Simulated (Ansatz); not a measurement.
AlCl₃ was relaxed with B3LYP-D4 (def2-TZVP) in Ansatz in these states: neutral quintet, neutral singlet, neutral triplet. The geometries follow in no particular order.

A:

```xyz
4

Al    0.760    0.324    0.151
Cl   -0.782   -0.705    1.513
Cl    1.316   -0.920   -1.474
Cl   -1.294    1.300   -0.190
```

B:

Cartesian coordinates in Å:
```
Al 0.000 0.000 0.000
Cl -0.531 1.999 -0.192
Cl -0.818 -1.419 -1.277
Cl 1.350 -0.580 1.469
```

C:

Cartesian coordinates in Å:
```
Al 0.4775 -1.3130 0.7445
Cl -0.5411 1.4874 -0.8432
Cl -1.3663 0.0335 1.1580
Cl 1.4299 -0.2079 -1.0593
```

Task: Judge from the bond lengths which geometry belongs to which state (an estimate).

Result: A is the neutral triplet (Al1–Cl2 2.301 Å, Al1–Cl3 2.120 Å, Al1–Cl4 2.300 Å); B is the neutral singlet (Al1–Cl2 2.078 Å, Al1–Cl3 2.078 Å, Al1–Cl4 2.078 Å); C is the neutral quintet (Al1–Cl2 3.376 Å, Al1–Cl3 2.320 Å, Al1–Cl4 2.320 Å).

In the triplet, Cl2 and Cl4 lie 2.68 Å apart (atoms count from 1), so these atoms are partly bonded to each other. In the quintet, Cl2 and Cl3 lie 2.61 Å apart, Cl2 and Cl4 lie 2.61 Å apart (atoms count from 1), so these atoms are partly bonded to each other.
